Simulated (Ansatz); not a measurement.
Molecular dynamics of CH₆Al₂O

Input file:

```yaml
crystal:
  periodic: [false, false, false]
  atoms:
    - { symbol: Al, position_ang: [-0.955954, 1.393262, 0.082729] }
    - { symbol: C, position_ang: [0.724777, 0.525682, 0.390042] }
    - { symbol: O, position_ang: [-0.570932, -0.35367, 0.559612] }
    - { symbol: Al, position_ang: [0.217606, -1.633106, -0.355145] }
    - { symbol: H, position_ang: [-1.604952, 2.120677, 1.232841] }
    - { symbol: H, position_ang: [-1.378748, 1.502235, -1.363204] }
    - { symbol: H, position_ang: [1.345016, 0.209192, -0.501735] }
    - { symbol: H, position_ang: [1.345426, 0.461556, 1.307335] }
    - { symbol: H, position_ang: [-0.039041, -1.674965, -1.839256] }
    - { symbol: H, position_ang: [0.999902, -2.601961, 0.489681] }
basis:
  gaussian: { orbitals: STO-3G }
hamiltonian:
  xc: pbe
  dispersion: d4
md:
  timestep: 0.5
  n_steps: 400
  ensemble: nve
  temperature: 500.0
  initial_velocities: maxwell_boltzmann
  seed: 244362
  masses: [{ species: H, mass: 2.014 }]
scf:
  lower_state_search: "off"
```

Command:

```bash
$ ansatz run input.yaml --threads 1 --pin off --max-ram 2048MiB --backend cpu --events-out ev --progress --plain --runs-dir out
```

It starts from a relaxed structure.

Output, in part (step lines, the closing report, with atoms numbered from 0):

```
md step     0: t =     0.00 fs  T =   500.0 K  F+E_penalty+E_count = -16164.23604747 eV  E_kin = 0.517040 eV  conserved = -16163.71900747 eV  (14 SCF iters)
md step     1: t =     0.50 fs  T =   488.9 K  F+E_penalty+E_count = -16164.22434251 eV  E_kin = 0.505536 eV  conserved = -16163.71880641 eV  (19 SCF iters)
md step     2: t =     1.00 fs  T =   457.7 K  F+E_penalty+E_count = -16164.19174601 eV  E_kin = 0.473333 eV  conserved = -16163.71841291 eV  (19 SCF iters)
md step     3: t =     1.50 fs  T =   412.3 K  F+E_penalty+E_count = -16164.14423543 eV  E_kin = 0.426327 eV  conserved = -16163.71790872 eV  (19 SCF iters)
md step     4: t =     2.00 fs  T =   360.0 K  F+E_penalty+E_count = -16164.08963523 eV  E_kin = 0.372257 eV  conserved = -16163.71737830 eV  (19 SCF iters)
md step     5: t =     2.50 fs  T =   308.8 K  F+E_penalty+E_count = -16164.03626248 eV  E_kin = 0.319361 eV  conserved = -16163.71690115 eV  (19 SCF iters)
md step     6: t =     3.00 fs  T =   266.0 K  F+E_penalty+E_count = -16163.99163495 eV  E_kin = 0.275089 eV  conserved = -16163.71654592 eV  (12 SCF iters)
md step     7: t =     3.50 fs  T =   236.9 K  F+E_penalty+E_count = -16163.96136996 eV  E_kin = 0.245011 eV  conserved = -16163.71635916 eV  (12 SCF iters)
[... lines left out ...]
md step   397: t =   198.50 fs  T =   373.0 K  F+E_penalty+E_count = -16164.10410379 eV  E_kin = 0.385695 eV  conserved = -16163.71840926 eV  (19 SCF iters)
md step   398: t =   199.00 fs  T =   353.5 K  F+E_penalty+E_count = -16164.08369634 eV  E_kin = 0.365573 eV  conserved = -16163.71812294 eV  (19 SCF iters)
md step   399: t =   199.50 fs  T =   323.9 K  F+E_penalty+E_count = -16164.05265223 eV  E_kin = 0.334901 eV  conserved = -16163.71775080 eV  (19 SCF iters)
md step   400: t =   200.00 fs  T =   289.4 K  F+E_penalty+E_count = -16164.01659538 eV  E_kin = 0.299237 eV  conserved = -16163.71735852 eV  (12 SCF iters)
Total energy: -16164.01661880 eV, -594.0166543770 hartree
Atom 0 at    -0.946928     1.388592     0.040088 Å, force    -0.886295     0.109903     1.321728 eV/Å
Atom 1 at     0.714974     0.844631     0.805419 Å, force     1.905265     0.067340    -1.948961 eV/Å
Atom 2 at    -0.177279    -0.252435     0.279252 Å, force    -0.738688    -1.073325     0.005094 eV/Å
Atom 3 at     0.045409    -1.826919    -0.410526 Å, force    -0.732834     0.627276     0.864903 eV/Å
Atom 4 at    -2.231365     1.468936     0.942805 Å, force     0.932547     0.102180    -0.711571 eV/Å
Atom 5 at    -0.846797     1.783236    -1.389316 Å, force    -0.176419     0.163093    -0.562700 eV/Å
Atom 6 at     1.735448     0.802932     0.223110 Å, force    -1.535981     0.274945     0.968494 eV/Å
Atom 7 at     0.925430     0.658510     1.862947 Å, force     0.094030    -0.179568     0.768668 eV/Å
Atom 8 at    -1.133693    -2.764247    -0.160678 Å, force     0.295741     0.276609    -0.274251 eV/Å
Atom 9 at     1.335896    -1.979900    -1.090062 Å, force     0.842635    -0.368453    -0.431405 eV/Å
Dipole moment:     0.183712    -0.587179    -0.098992 e Å
```

The steps, from the saved trajectory:

```csv
time (fs),T (K),potential energy less start (eV),conserved less start (meV/atom)
0.0,500,0.000,0.00
6.5,333,0.174,0.09
13.0,220,0.290,0.10
19.5,244,0.267,0.13
26.0,217,0.295,0.15
32.5,189,0.324,0.25
39.0,261,0.249,0.21
45.5,202,0.311,0.23
52.0,117,0.399,0.30
58.5,143,0.371,0.24
65.0,196,0.317,0.22
71.5,197,0.316,0.22
78.0,275,0.234,0.14
84.5,265,0.244,0.15
91.0,286,0.221,0.07
97.5,284,0.225,0.14
104.0,368,0.137,0.05
110.5,384,0.120,0.06
117.0,416,0.087,0.10
123.5,468,0.033,0.04
130.0,460,0.043,0.10
136.5,449,0.054,0.08
143.0,410,0.095,0.13
149.5,451,0.052,0.11
156.0,449,0.054,0.11
162.5,413,0.092,0.20
169.0,348,0.158,0.14
175.5,214,0.298,0.21
182.0,121,0.394,0.25
188.5,176,0.337,0.24
195.0,249,0.262,0.25
```

All steps were run. The conserved energy stayed within 0.3 meV per atom of its start (net change 0.16 meV per atom), so the integration is sound. A run of 0.2 ps of so small a system gives no equilibrium averages. The orbitals stay closed-shell, which can raise the energy where a bond breaks towards radicals; this wasn't checked here. Limits of this set-up: minimal basis.

Parted: C2–Al4 2.34 → 3.01 Å. Pairs count as bonded within 1.25 times the sum of covalent radii (0.12 Å more for H–H).

Last frame:

```xyz
10
Properties=species:S:1:pos:R:3
Al -0.947 1.389 0.040
C 0.715 0.845 0.805
O -0.177 -0.252 0.279
Al 0.045 -1.827 -0.410
H -2.231 1.469 0.943
H -0.847 1.783 -1.389
H 1.735 0.803 0.223
H 0.925 0.658 1.863
H -1.134 -2.764 -0.161
H 1.336 -1.980 -1.090
```

Run time: 14 min on 1 thread of Arm Neoverse N1 (shared host), peak memory 0.08 GiB.
